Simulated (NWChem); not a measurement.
Program: NWChem. System: H2As, charge 0, spin multiplicity 2, at a geometry optimised with UPBE0/def2-SVP. The structure started from a generated list of species. Its SCF solution wasn't tested for a lower state. Level: UCCSD(T)/def2-TZVP, 9 core orbitals frozen.

Job file:

```
start mol
memory heap 100 mb stack 700 mb global 1900 mb
geometry units angstroms nocenter noautoz
  As     0.000000     0.000000    -0.061399
  H     -1.088753     0.000000     1.013079
  H      1.088753     0.000000     1.013079
  symmetry group C2v
end
basis spherical
  * library def2-tzvp
end
scf
  uhf
  nopen 1
  maxiter 100
  thresh 1e-7
  semidirect memsize 60000000 filesize 0
  # guess.movecs holds the orbitals of an unrestricted PBE0 run
  vectors input guess.movecs output mol.movecs
end
tce
  freeze core 9
  ccsd(t)
  thresh 1e-6
  maxiter 100
  tilesize 24
end
task tce energy
```

NWChem printed:

```
             Northwest Computational Chemistry Package (NWChem) 7.3.0
             --------------------------------------------------------

                                NWChem Input Module
                                -------------------

 Scaling coordinates for geometry "geometry" by  1.889725989
 (inverse scale =  0.529177249)

 Turning off AUTOSYM since
 SYMMETRY directive was detected!

                             Geometry "geometry" -> ""
                             -------------------------

 Output coordinates in angstroms (scale by  1.889725989 to convert to a.u.)

  No.       Tag          Charge          X              Y              Z
 ---- ---------------- ---------- -------------- -------------- --------------
    1 As                  33.0000     0.00000000     0.00000000    -0.06139900
    2 H                    1.0000    -1.08875300     0.00000000     1.01307900
    3 H                    1.0000     1.08875300     0.00000000     1.01307900

 Effective nuclear repulsion energy (a.u.)      23.0752190404

            Nuclear Dipole moment (a.u.)
            ----------------------------
        X                 Y               Z
 ---------------- ---------------- ----------------
     0.0000000000     0.0000000000    -0.0000170075

      Symmetry information
      --------------------

 Group name             C2v
 Group number             16
 Group order               4
 No. of unique centers     2

      Symmetry unique atoms

     1    2


 Summary of "ao basis" -> "" (spherical)
 ------------------------------------------------------------------------------
       Tag                 Description            Shells   Functions and Types
 ---------------- ------------------------------  ------  ---------------------
 *                         def2-tzvp                  on all atoms

 Summary of "ao basis" -> "ao basis" (spherical)
 ------------------------------------------------------------------------------
       Tag                 Description            Shells   Functions and Types
 ---------------- ------------------------------  ------  ---------------------
 As                        def2-tzvp                16       48   6s5p4d1f
 H                         def2-tzvp                 4        6   3s1p

                                 NWChem SCF Module
                                 -----------------

  ao basis        = "ao basis"
  functions       =    60
  atoms           =     3
  alpha electrons =    18
  beta  electrons =    17
  charge          =   0.00
  wavefunction    = UHF
  use symmetry    = T
  symmetry adapt  = T

 Summary of "ao basis" -> "ao basis" (spherical)
 ------------------------------------------------------------------------------
       Tag                 Description            Shells   Functions and Types
 ---------------- ------------------------------  ------  ---------------------
 As                        def2-tzvp                16       48   6s5p4d1f
 H                         def2-tzvp                 4        6   3s1p

      Symmetry analysis of basis
      --------------------------

        a1         26
        a2          6
        b1         16
        b2         12

 Forming initial guess at       0.1s

   Symmetry analysis of molecular orbitals - initial alpha
   -------------------------------------------------------

  Numbering of irreducible representations:

     1 a1          2 a2          3 b1          4 b2

  Orbital symmetries:

     1 a1          2 a1          3 b2          4 b1          5 a1
     6 a1          7 b2          8 b1          9 a1         10 a1
    11 a2         12 b2         13 b1         14 a1         15 a1
    16 b1         17 a1         18 b2         19 b1         20 a1
    21 a1         22 b1         23 a2         24 a1         25 b2
    26 a1         27 b2         28 b1

   Symmetry analysis of molecular orbitals - initial beta
   ------------------------------------------------------

  Numbering of irreducible representations:

     1 a1          2 a2          3 b1          4 b2

  Orbital symmetries:

     1 a1          2 a1          3 b1          4 b2          5 a1
     6 a1          7 b1          8 b2          9 a1         10 a1
    11 a2         12 b1         13 b2         14 a1         15 a1
    16 b1         17 a1         18 b2         19 b1         20 a1
    21 a1         22 b1         23 a1         24 a2         25 b2
    26 a1         27 b2         28 b1

 Starting SCF solution at       0.1s

 ----------------------------------------------
         Quadratically convergent UHF

 Convergence threshold     :          1.000E-07
 Maximum no. of iterations :          100
 Integral*density screening:          1.000E-09
 ----------------------------------------------

              iter       energy          gnorm     gmax       time
             ----- ------------------- --------- --------- --------
                 1    -2235.3303040963  5.68D-01  2.67D-01      1.2
                 2    -2235.3409579709  1.31D-01  3.02D-02      1.2
                 3    -2235.3419822173  6.10D-03  1.67D-03      1.2
                 4    -2235.3419979339  3.09D-05  8.87D-06      1.3
                 5    -2235.3419979348  6.31D-09  1.79D-09      1.4

       Final UHF  results
       ------------------

         Total SCF energy =  -2235.341997934825
      One electron energy =  -3162.066028261663
      Two electron energy =    903.648811286481
 Nuclear repulsion energy =     23.075219040358

                       Sz =      0.5000
                 Sz(Sz+1) =      0.7500
                      S^2 =      0.7654
[...]
     6      0.204102  1 As s                  5      0.188358  1 As s
    36     -0.157608  1 As d  2

                     UHF Final Beta Molecular Orbital Analysis
                     -----------------------------------------

 Vector   15  Occ=1.000000D+00  E=-7.621539D-01  Symmetry=a1
              MO Center= -6.3D-18,  6.0D-17,  3.9D-01, r^2= 1.5D+00
   Bfn.  Coefficient  Atom+Function         Bfn.  Coefficient  Atom+Function
  ----- ------------  ---------------      ----- ------------  ---------------
     5      0.537398  1 As s                  6      0.377522  1 As s
     4     -0.306656  1 As s                  3     -0.204950  1 As s

 Vector   16  Occ=1.000000D+00  E=-4.904665D-01  Symmetry=b1
              MO Center= -1.5D-16, -3.9D-14,  6.4D-01, r^2= 2.0D+00
   Bfn.  Coefficient  Atom+Function         Bfn.  Coefficient  Atom+Function
  ----- ------------  ---------------      ----- ------------  ---------------
    16      0.349740  1 As px                50     -0.238304  2 H  s
    56      0.238304  3 H  s                 10     -0.202731  1 As px
    19      0.181503  1 As px

 Vector   17  Occ=1.000000D+00  E=-3.967486D-01  Symmetry=a1
              MO Center= -1.8D-16,  1.0D-14, -2.0D-01, r^2= 2.1D+00
   Bfn.  Coefficient  Atom+Function         Bfn.  Coefficient  Atom+Function
  ----- ------------  ---------------      ----- ------------  ---------------
    18     -0.395390  1 As pz                 6      0.384882  1 As s
    21     -0.326634  1 As pz                 5      0.307571  1 As s
    12      0.232008  1 As pz                 4     -0.168753  1 As s
    50     -0.158618  2 H  s                 56     -0.158618  3 H  s

 Vector   18  Occ=0.000000D+00  E= 3.417500D-02  Symmetry=b2
              MO Center=  2.3D-15,  8.2D-12, -2.2D-02, r^2= 2.7D+00
   Bfn.  Coefficient  Atom+Function         Bfn.  Coefficient  Atom+Function
  ----- ------------  ---------------      ----- ------------  ---------------
    20      0.757542  1 As py                17      0.283836  1 As py
    11     -0.240459  1 As py

 Vector   19  Occ=0.000000D+00  E= 1.439821D-01  Symmetry=b1
              MO Center= -5.3D-16,  1.7D-14,  1.5D-01, r^2= 4.2D+00
   Bfn.  Coefficient  Atom+Function         Bfn.  Coefficient  Atom+Function
  ----- ------------  ---------------      ----- ------------  ---------------
    19      1.357408  1 As px                51      1.098552  2 H  s
    57     -1.098552  3 H  s                 10     -0.173666  1 As px
    16      0.160170  1 As px

 Vector   20  Occ=0.000000D+00  E= 1.510907D-01  Symmetry=a1
              MO Center=  4.5D-14, -1.2D-13,  7.5D-01, r^2= 5.5D+00
   Bfn.  Coefficient  Atom+Function         Bfn.  Coefficient  Atom+Function
  ----- ------------  ---------------      ----- ------------  ---------------
     6      1.651397  1 As s                 51     -1.401899  2 H  s
    57     -1.401899  3 H  s                 21      1.214851  1 As pz

 center of mass
 --------------
 x =   0.00000000 y =   0.00000000 z =  -0.06283179

 moments of inertia (a.u.)
 ------------------
           8.092416636109           0.000000000000           0.000000000000
           0.000000000000          16.624822859698           0.000000000000
           0.000000000000           0.000000000000           8.532406223588

  Mulliken analysis of the total density
  --------------------------------------

    Atom       Charge   Shell Charges
 -----------   ------   -------------------------------------------------------
    1 As  33    33.08   2.00  2.00  1.17  0.78  0.96  0.90  5.99  5.76  0.36  1.67  1.34  8.95  1.06  0.02  0.09  0.01
    2 H    1     0.96   0.22  0.54  0.18  0.01
    3 H    1     0.96   0.22  0.54  0.18  0.01

  Mulliken analysis of the alpha density
  --------------------------------------

    Atom       Charge   Shell Charges
 -----------   ------   -------------------------------------------------------
    1 As  33    17.10   1.00  1.00  0.58  0.39  0.49  0.47  3.00  2.89  0.19  1.10  0.92  4.47  0.53  0.01  0.05  0.00
    2 H    1     0.45   0.11  0.25  0.08  0.01
    3 H    1     0.45   0.11  0.25  0.08  0.01

   Mulliken analysis of the beta density
   -------------------------------------

    Atom       Charge   Shell Charges
 -----------   ------   -------------------------------------------------------
    1 As  33    15.98   1.00  1.00  0.58  0.39  0.48  0.43  3.00  2.88  0.17  0.57  0.42  4.48  0.53  0.01  0.04  0.01
    2 H    1     0.51   0.12  0.29  0.10  0.01
    3 H    1     0.51   0.12  0.29  0.10  0.01

   Mulliken analysis of the spin density
   -------------------------------------

    Atom       Charge   Shell Charges
 -----------   ------   -------------------------------------------------------
    1 As  33     1.11  -0.00  0.00  0.00 -0.00  0.01  0.03  0.00  0.01  0.02  0.52  0.50 -0.01  0.00  0.01  0.01 -0.00
    2 H    1    -0.06  -0.01 -0.03 -0.02  0.00
    3 H    1    -0.06  -0.01 -0.03 -0.02  0.00

       Multipole analysis of the density wrt the origin
       ------------------------------------------------

     L   x y z        total         alpha         beta         nuclear
     -   - - -        -----         -----         ----         -------
     0   0 0 0     -0.000000    -18.000000    -17.000000     35.000000

     1   1 0 0     -0.000000     -0.000000      0.000000      0.000000
     1   0 1 0     -0.000000     -0.000000     -0.000000      0.000000
     1   0 0 1      0.124825      0.080553      0.044289     -0.000017

     2   2 0 0    -14.165936    -11.889956    -10.742139      8.466159
     2   1 1 0     -0.000000     -0.000000     -0.000000      0.000000
     2   1 0 1     -0.000000     -0.000000     -0.000000      0.000000
     2   0 2 0    -14.842551     -9.867535     -4.975016      0.000000
     2   0 1 1      0.000000     -0.000000      0.000000      0.000000
     2   0 0 2    -15.312334    -12.035831    -11.050934      7.774431

                   NWChem Extensible Many-Electron Theory Module
                   ---------------------------------------------


            General Information
            -------------------
      Number of processors :     1
         Wavefunction type : Unrestricted Hartree-Fock
          No. of electrons :    35
           Alpha electrons :    18
            Beta electrons :    17
           No. of orbitals :   120
            Alpha orbitals :    60
             Beta orbitals :    60
        Alpha frozen cores :     9
         Beta frozen cores :     9
     Alpha frozen virtuals :     0
      Beta frozen virtuals :     0
         Spin multiplicity : doublet
    Number of AO functions :    60
       Number of AO shells :    24
        Use of symmetry is : on
      Symmetry adaption is : on
         Schwarz screening : 0.10D-09

          Correlation Information
          -----------------------
          Calculation type : Coupled-cluster singles & doubles w/ perturbation
   Perturbative correction : (T)
            Max iterations :      100
        Residual threshold : 0.10D-05
     T(0) DIIS level shift : 0.00D+00
     L(0) DIIS level shift : 0.00D+00
     T(1) DIIS level shift : 0.00D+00
     L(1) DIIS level shift : 0.00D+00
     T(R) DIIS level shift : 0.00D+00
     T(I) DIIS level shift : 0.00D+00
   CC-T/L Amplitude update :  5-th order DIIS
                I/O scheme : Global Array Library
        L-threshold :  0.10D-05
        EOM-threshold :  0.10D-05
 no EOMCCSD initial starts read in
 TCE RESTART OPTIONS
 SLICE:      F
 D4D5:       F
 quantumc:   F
 qrotation:  F
 pwtce:      F
 qducc:      F
 nacto:                         0
 nrotv:                         0
 nrot:                          0

            Memory Information
            ------------------
          Available GA space size is     249029600 doubles
          Available MA space size is     104850596 doubles

 Maximum block size supplied by input
 Maximum block size        24 doubles

 tile_dim =     17

 -------------------------------------------------

 Global array virtual files algorithm will be used

 Parallel file system coherency ......... OK


 half-transformed integrals in memory

 2-e (intermediate) file size =        20721600
 2-e (intermediate) file name = ./mol.v2i

 2-e integrals stored in memory



CCSD iterations
 ---------------------------------------------------------
 Iter          Residuum       Correlation     Cpu    Wall
 ---------------------------------------------------------
    1   0.1433122128060  -0.2461688639986     0.3     0.3
    2   0.0332306545657  -0.2558067720159     0.3     0.3
    3   0.0123002069619  -0.2611276412998     0.3     0.3
    4   0.0054806241858  -0.2621573586989     0.3     0.3
    5   0.0027031767496  -0.2626984293808     0.3     0.3
    6   0.0007819910856  -0.2630329662597     0.3     0.3
    7   0.0003844479196  -0.2630620146451     0.3     0.3
    8   0.0002274374134  -0.2630661228145     0.3     0.3
    9   0.0001417617564  -0.2630673667949     0.3     0.3
   10   0.0000897528636  -0.2630690993986     0.3     0.3
   11   0.0000130909601  -0.2630722303767     0.3     0.3
   12   0.0000067800073  -0.2630721817705     0.3     0.3
   13   0.0000042684658  -0.2630723002806     0.3     0.3
   14   0.0000027547691  -0.2630722682474     0.3     0.3
   15   0.0000017976136  -0.2630722575435     0.3     0.3
   16   0.0000002188517  -0.2630722155872     0.3     0.3
 -----------------------------------------------------------------
 Iterations converged
 CCSD correlation energy / hartree =        -0.263072215587202
 CCSD total energy / hartree       =     -2235.605070150411848

 Singles contributions

 Doubles contributions
 CCSD(T)
 Using plain CCSD(T) code
             total no. of tasks         1000
 total no. of tasks / no. procs         1000
                         wl_min          125           2.2
                         wl_max       314432           8.2
        thresh for no. of tasks         1000

 CCSD[T]  correction energy / hartree =        -0.008758995821339
 CCSD[T] correlation energy / hartree =        -0.271831211408541
 CCSD[T] total energy / hartree       =     -2235.613829146233002
 CCSD(T)  correction energy / hartree =        -0.008152210303592
 CCSD(T) correlation energy / hartree =        -0.271224425890793
 CCSD(T) total energy / hartree       =     -2235.613222360715554

 Task  times  cpu:       15.9s     wall:       15.9s

 Total times  cpu:       16.0s     wall:       16.0s
```
